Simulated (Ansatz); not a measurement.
`BC(=C)[NH][GeH3]` + `[CH3][AlH][OH]` → `B[O][AlH][CH3]` + `C=C[NH][GeH3]`  (ligand exchange at a B–C bond)

Program: Ansatz. Geometries: PBE0-D4/def2-TZVP. ΔE: electronic, gas phase. CCSD(T)/CBS adds triple-zeta CCSD(T) − MP2 to the extrapolated MP2 energy (def2 sets, frozen cores). DFT in def2-TZVPP. B3LYP here is the variant with VWN-RPA as its local correlation; programs differ in this. For Ge outer-core shells are correlated without core-valence functions, which leaves a few kJ/mol of doubt a bond. Scalar relativity is left out up to krypton. Each species was taken in one conformer, which may not be the lowest.

`BC(=C)[NH][GeH3]`:

Z-matrix (Å, degrees):
```
Ge
N 1 1.840
H 1 1.538 2 110.9
H 1 1.538 2 110.9 3 122.1
H 1 1.536 2 103.9 3 -119.0
C 2 1.381 1 127.0 3 -60.9
H 2 1.008 1 117.2 3 119.0
C 6 1.354 2 122.7 1 179.9
B 6 1.540 2 121.1 1 -0.1
H 8 1.080 6 119.8 2 -180.0
H 8 1.088 6 122.8 2 0.0
H 9 1.193 6 119.1 2 179.9
H 9 1.199 6 121.7 2 -0.1
```

`[CH3][AlH][OH]`:

Z-matrix (Å, degrees):
```
C
Al 1 1.941
H 1 1.092 2 111.9
H 1 1.095 2 111.0 3 120.7
H 1 1.095 2 111.2 3 -121.1
O 2 1.701 1 117.6 3 -3.3
H 2 1.589 1 124.2 3 176.8
H 6 0.956 2 122.5 1 -179.8
```

`B[O][AlH][CH3]`:

```xyz
10

B    -1.304   -0.300    2.015
O    -0.509   -0.476    0.962
Al    0.502   -0.700   -0.373
C     0.823    0.792   -1.571
H    -0.835    0.066    3.063
H    -2.487   -0.505    1.910
H     1.115   -2.147   -0.532
H     0.277    1.690   -1.273
H     0.529    0.540   -2.595
H     1.889    1.040   -1.607
```

`C=C[NH][GeH3]`:

```xyz
11

C     1.806    0.288   -1.186
C     0.890    0.337   -0.217
N    -0.463    0.105   -0.344
Ge   -1.548   -0.352    1.070
H     1.552    0.013   -2.204
H     2.835    0.539   -0.974
H     1.195    0.616    0.790
H    -0.752   -0.180   -1.268
H    -1.337   -1.811    1.524
H    -2.992   -0.156    0.591
H    -1.186    0.600    2.219
```

Q: Is it downhill or uphill in electronic energy at CCSD(T)/CBS, and by how much? (Estimate.)

A: Ansatz gave: Downhill: ΔE = -1.18 eV.

Q: What do these levels give: PBE0-D4, B3LYP-D4, ωB97X-V, ωB97M-V, PBE0, B3LYP, MP2/def2-TZVPP, SCS-MP2/def2-TZVPP, CCSD/def2-TZVPP, SCS-MP2/def2-QZVPP, MP2/CBS(def2), CCSD/CBS(def2)? (Best estimate.)

A: Computed: PBE0-D4 -1.19, B3LYP-D4 -1.26, ωB97X-V -1.25, ωB97M-V -1.24, PBE0 -1.22, B3LYP -1.32, MP2/def2-TZVPP -1.19, SCS-MP2/def2-TZVPP -1.24, CCSD/def2-TZVPP -1.25, SCS-MP2/def2-QZVPP -1.23, MP2/CBS(def2) -1.17, CCSD/CBS(def2) -1.23 eV.

Largest T1 diagnostic among the species: 0.013.

In def2-TZVPP, CCSD(T) changes the Hartree–Fock value by +0.26 eV (the triples alone add +0.05 eV) and MP2 by +0.27 eV. From PBE to PBE0 (25 % exact exchange), in def2-TZVPP and without D4, ΔE moves by −0.04 eV. The D4 term adds +0.06 eV with B3LYP and +0.03 eV with PBE0; it sums over pairs of atoms, weighted by their polarisabilities, and B3LYP, whose exchange is more repulsive, gets the larger term.
